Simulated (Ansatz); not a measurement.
Coupled-cluster diagnostics for the cluster Hg₂O, Ansatz.

Geometry of the singlet (PBE-D4/def2-TZVP):

Cartesian coordinates in Å:
```
Hg 0.056 0.243 -0.136
Hg -0.425 -2.100 1.208
O 0.369 1.856 -1.072
```

In the def2 sets Hg takes a core potential; there is no spin–orbit coupling. Correlated methods freeze 1 core orbital; core or outer-core shells of Hg are correlated, in sets that lack core-valence functions. Another isomer (singlet) lies 0.34 eV lower at PBE0-D4/def2-TZVP; other spin states weren't run for this one.

Q: Estimate the CCSD(T) correlation energy, the shares of MP2 and (T), T1 and the reference's ⟨S²⟩ for: charge 0, singlet, own geometry in def2-TZVPP; and the rough time on 4 threads of Arm Neoverse V2 on a shared host.

A: 
```tsv
state	basis	correlation (eV)	MP2 share (%)	(T) share (%)	T1	⟨S²⟩ (pure)	wall time	remarks
charge 0, singlet, own geometry	def2-TZVPP	-41.832	103.3	4.0	0.023	0.00 (0.00)	26 s	large T1 (0.023), restricted SCF unstable
```
Customary marks for T1 are 0.02 (closed shells), 0.045 (open shells) and about 0.05 (3d metals). T1 exceeds 0.02 in 1 of 1 rows and 0.045 in 0; the higher it lies, the less the single-reference result can be trusted.
